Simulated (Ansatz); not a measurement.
System: GaH, charge 0, multiplicity 1. 
Structure (B3LYP-D3(BJ)/def2-TZVP (Ansatz, a first-principles code) minimum search):
```xyz
2

Ga     0.0000     0.0000    -0.0528
H      0.0000     0.0000     1.6363
```
Charge 0, spin multiplicity 1.

Parts of the frozen-core correlation energy in STO-3G (Ansatz, hartree). Frozen orbitals: 14; correlated occupied orbitals by spin: 2 and 2; virtual: 3 and 3. Spin-orbit coupling is left out. Non-relativistic. The restricted reference is unstable. The program attaches cautions to this run: above unrestricted.

| term | value |
|---|---|
| reference (HF) | -1901.35526 |
| MP2 opposite-spin | -0.02382 |
| MP2 same-spin | ? |
| CCSD correlation | ? |
| (T) | ? |
| FCI minus CCSD(T) | 0.00147 |
| T1 diagnostic | 0.010 |
| largest doubles amplitude | 0.106 |

Some entries are withheld; supply them.


- MP2 same-spin, value: -0.00001
- CCSD correlation, value: -0.04002
- (T), value: -0.00005
